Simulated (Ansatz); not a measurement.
Computed with Ansatz.

A structure relaxed at PBE0-D4/def2-TZVP, charge 0, multiplicity 1:

Cartesian coordinates in Å:
```
C -0.2477 -0.3528 2.1309
C 0.0172 0.0828 0.7344
C -0.2981 -0.5430 -0.4034
C -0.9989 -1.8425 -0.5781
C 0.0916 0.2765 -1.6039
C 1.0190 1.3507 -1.0253
C 0.6650 1.4140 0.4645
H -0.8777 0.3769 2.6521
H 0.6844 -0.4209 2.7024
H -0.7452 -1.3218 2.1819
H -0.3852 -2.5428 -1.1550
H -1.9292 -1.7091 -1.1418
H -1.2479 -2.3169 0.3717
H 0.5747 -0.3231 -2.3827
H -0.8043 0.7128 -2.0674
H 0.9266 2.3143 -1.5296
H 2.0572 1.0266 -1.1349
H -0.0412 2.2266 0.6853
H 1.5398 1.5915 1.0989
```

Q: Give its formula and SMILES.

A: C7H12, `CC1=C(C)CCC1`.

Q: Point group (tolerance 0.08 Å, 0.16 Å for H)?

A: Cs.

Q: Summarise the bond lengths by kind.

A: 7 × C–C 1.336 to 1.533 Å; 12 × C–H 1.090 to 1.099 Å.
